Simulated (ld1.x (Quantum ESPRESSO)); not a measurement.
# Transferability test, TM potential for boron

B, norm-conserving Troullier–Martins (Kleinman–Bylander form), made with ld1.x (Quantum ESPRESSO) 7.5 (LDA (PZ), scalar-relativistic). Core [He], reference 2s1.5 2p1.5. Waves: 2s (bound): rc 1.65 bohr; 2p (bound): rc 3.15 bohr. Local part: all-electron potential smoothed inside 2.20 bohr (lloc = -1). Core correction: none.

Energies are relative to the spin-unpolarised reference configuration 2s1.5 2p1.5; without spin polarisation the order of configurations can differ from experiment. Spin-polarised rows fill each open shell by Hund’s rule, majority spin first.

```json
{"valence configuration": "2s2 2p1", "charge": "0", "ΔE all-electron (eV)": "-2.839", "error AE − PS (meV)": "-3.1"}
{"valence configuration": "2s2 2p0", "charge": "+1", "ΔE all-electron (eV)": "5.488", "error AE − PS (meV)": "+137"}
{"valence configuration": "2s0 2p3", "charge": "0", "ΔE all-electron (eV)": "8.562", "error AE − PS (meV)": "-23"}
{"valence configuration": "2s1 2p1", "charge": "+1", "ΔE all-electron (eV)": "11.444", "error AE − PS (meV)": "+6.4"}
{"valence configuration": "2s1 2p2", "charge": "0", "ΔE all-electron (eV)": "2.847", "error AE − PS (meV)": "-2.9"}
{"valence configuration": "2s2 2p0.5", "charge": "+0.5", "ΔE all-electron (eV)": "0.104", "error AE − PS (meV)": "+28"}
{"valence configuration": "2s2 2p1 (spin-polarised)", "charge": "0", "ΔE all-electron (eV)": "-3.074", "error AE − PS (meV)": "+9.4"}
```

What are ΔE and the potential's error for 2s1 2p0?

ΔE = 30.792 eV all-electron; the error (AE − PS) is +452 meV.

What are ΔE and the potential's error for 2s1.5 2p1.5 (spin-polarised)?

ΔE = -1.049 eV all-electron; the error (AE − PS) is +74 meV.

Levels in the configuration 2s1.5 2p1.5 (spin-polarised):

```tsv
level	all-electron (eV)	pseudo (eV)
2s up	-10.326	-10.371
2p up	-4.556	-4.599
2s down	-7.942	-7.799
```
